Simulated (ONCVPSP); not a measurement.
## What one change does to a pseudopotential (Cd (Z = 48), ONCV)

Cd (Z = 48), optimised norm-conserving Vanderbilt (ONCV), made with ONCVPSP 4.0.1 (PBE, scalar-relativistic). Core [Ar] 3d10 4s2, reference 4p6 4d10 5s2. Waves: 5s: rc 2.45 bohr, ncon 5, nbas 8, qcut 2.2 1/bohr, 2 projectors, debl 1.9 Ha; 4p: rc 1.50 bohr, ncon 4, nbas 8, qcut 10.4 1/bohr, 2 projectors, debl 2 Ha; 4d: rc 1.35 bohr, ncon 4, nbas 9, qcut 10.8 1/bohr, 2 projectors, debl 3.4 Ha. Local part: polynomial inside 1.05 bohr (lpopt 5, dvloc0 0 Ha). Core correction: none.

In the p channel the program set the typed energies aside and used -2.461, 0.250 Ha.

Change: all radii scaled by about 1.22 (s 2.98, p 1.82, d 1.64 bohr); local potential polynomial inside 1.28 bohr (lpopt 5, dvloc0 0 Ha).

Cutoffs: the cutoffs (Ha) at which the residual kinetic energy of the hardest occupied pseudo-wave falls to 1 and 0.1 mHa per electron; they do not see the model core or the augmentation charge, which bear on the density cutoff. Errors are all-electron minus pseudo energies relative to the spin-unpolarised reference configuration.

Question: Predict the effect on cutoff, ghosts and configuration errors.

Answer: The potential gets softer (38 Ha and 45 Ha → 35 Ha and 41 Ha); both files keep a bound ghost (s); of the 4 tests that both files solve, the error grows in 3 and shrinks in 0 by more than 15 % and 0.3 meV (median size 15.4 → 23.1 meV). A larger radius leaves more room for a smooth pseudo-wave, so fewer plane waves are needed. More of the atom is replaced by a form fitted at one configuration, so other configurations suffer.

| quantity | base | changed |
| --- | --- | --- |
| cutoff, loose | 38 Ha | 35 Ha |
| cutoff, tight | 45 Ha | 41 Ha |
| loose cutoff by channel | s 18 Ha, p 20 Ha, d 38 Ha | s 12 Ha, p 21 Ha, d 35 Ha |
| bound ghosts | s | s |
| GHOST(+) flags under 300 eV | s at 124.5 eV | none |
| error for 4p6 4d10 5s1, meV [ΔE 9.27 eV] | -5.5 | -6.6 |
| error for 4p6 4d10 5s0, meV [ΔE 26.40 eV] | -25 | -40 |
| error for 4p6 4d9 5s0, meV [ΔE 64.41 eV] | +33 | -113 |
| error for 4p6 4d10 5s1.5, meV [ΔE 3.71 eV] | -1.5 | -1.6 |

 A true bound ghost makes a file unfit for plane-wave use even where its test errors are small: the radial tests pick states by their node count and pass the ghost by.
